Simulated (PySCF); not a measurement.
Input of a response calculation (the driver script's job line, then coordinates in Å):

```
{"job": {"kind": "uv", "xc": "PBE0", "basis": "def2-SVPD", "nstates": 6, "ntriplets": 2}, "charge": 0, "multiplicity": 1}
C     -1.901926     0.423115     1.096443
C     -1.471719    -0.093874    -0.270230
C      0.019671    -0.438229    -0.305618
C      0.395105    -1.173158    -1.588574
O      0.748996     0.773228    -0.209830
Ge     2.263069     1.013553     0.607174
H     -2.953526     0.699053     1.086336
H     -1.751399    -0.340234     1.857757
H     -1.316057     1.299201     1.364737
H     -2.045415    -0.986112    -0.527772
H     -1.659803     0.669649    -1.026901
H      0.250177    -1.087786     0.552778
H     -0.135309    -2.119641    -1.651302
H      1.466722    -1.365325    -1.603185
H      0.141823    -0.562109    -2.451086
H      2.398771     2.490913     0.502297
H      2.154761     0.522094     2.026429
H      3.387300     0.281976    -0.077772
```

Its output, with some lines taken out ([cut]) and without the SCF cycles:

```
converged SCF energy = -2310.9207516421

Static polarisability (au): isotropic 83.205, principal 73.692 84.811 91.111

Singlet excitations
state   eV       nm        f      main configurations
[cut]
[cut]
  3   7.2438    171.2   0.03253   H-1->L 0.96
  4   7.7239    160.5   0.00461   H->L+2 0.45, H->L+3 0.37, H->L+4 0.14
  5   7.8280    158.4   0.02255   H-1->L+1 0.86, H->L+5 0.08
[cut]

[cut]
```

Theory: TDDFT PBE0/def2-SVPD, vertical, gas phase, core orbitals frozen in the response (PySCF). Geometry: GFN2-xTB, one conformer, isolated molecule. Relativistic effects, spin–orbit coupling among them, are left out although an element past zinc is present.

**Question.** Restore the lines that were cut, in order.

**Answer.** 
```
  1   6.4817    191.3   0.00329   H->L 0.97
  2   7.0995    174.6   0.01990   H->L+1 0.97
  6   7.8651    157.6   0.01666   H->L+3 0.50, H->L+2 0.45
Triplet excitations (Tamm-Dancoff, eV): 6.1833 6.8683
```

**Question.** How many basis functions and electrons does this run hold?

**Answer.** 237 basis functions for 76 electrons in 38 doubly occupied orbitals.

**Question.** What is the polarisability anisotropy, √(½[(α1 − α2)² + (α2 − α3)² + (α3 − α1)²])?

**Answer.** 15.28 au.

**Question.** Give the energy of state 6 in hartree, cm⁻¹ and kJ/mol.

**Answer.** 0.28904 hartree, 63436 cm⁻¹, 758.9 kJ/mol.

**Question.** Which species is it?

**Answer.** `CC[C@@H](C)[O][GeH3]` (C4H12GeO), point group C1.

H and L stand for HOMO and LUMO.

On an Arm Neoverse V2 with one thread, on a shared host, this took 40 s of wall time and 0.94 GiB of memory at its peak.

Conformer computed: `[CH3:1][CH2:2][C@@H:3]([CH3:4])[O:5][GeH3:6]`: C1–C2–C3–C4 170°, C2–C3–O5–Ge6 145°.

Without π bonds the low states may be Rydberg-like; a valence basis with one diffuse set may place them up to an eV too high.
